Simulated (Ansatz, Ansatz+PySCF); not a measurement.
```xyz
2

Li    0.0000    0.0000   -1.0010
N     0.0000    0.0000    1.0010
```

Basis set: def2-SVP (spherical functions). Left uncorrelated: 1 orbital. Charge 0, multiplicity 3.

Computed with Ansatz (development build ahead of 0.2.0); each method stands on the lowest determinant of its kind that the runs found.

Task: Give the atomization energy at this shape (free ground-state atoms in the same class of orbitals less the molecule, no zero-point energy) of triplet LiN by UHF-CCSD(T), UHF-MP2, ROHF, UHF.

Result:

| method | atomization energy |
| --- | --- |
| UHF-CCSD(T) | 19.37 kcal/mol |
| UHF-MP2 | 17.17 kcal/mol |
| ROHF | -5.53 kcal/mol |
| UHF | -4.29 kcal/mol |
